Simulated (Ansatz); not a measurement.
Harmonic frequencies (cm⁻¹) at PBE0-D4/def2-TZVP from Ansatz: 49, 80, 93, 115, 132, 154, 173, 200, 243, 251, 264, 285, 312, 344, 355, 471, 501, 542, 629, 682, 992, 1089, 1101, 1158, 1213, 1298, 1438, 1455, 1466, 1480, 1494, 1514, 1544, 2974, 2980, 3018, 3030, 3052, 3122, 3563, 3655, 3995.

Each molecule was computed in one conformer, which needn't be the lowest.

(1) Which molecule is it?
A. `[CH3][Hf]([CH3])([NH2])[F]`
B. `C[O][Hf]([F])([SeH])[O]C`
C. `C[N](C)[Hf]([NH2])([OH])[Cl]`
D. `[OH][Hf]([OH])([OH])[SH]`

Answers

(1) C.
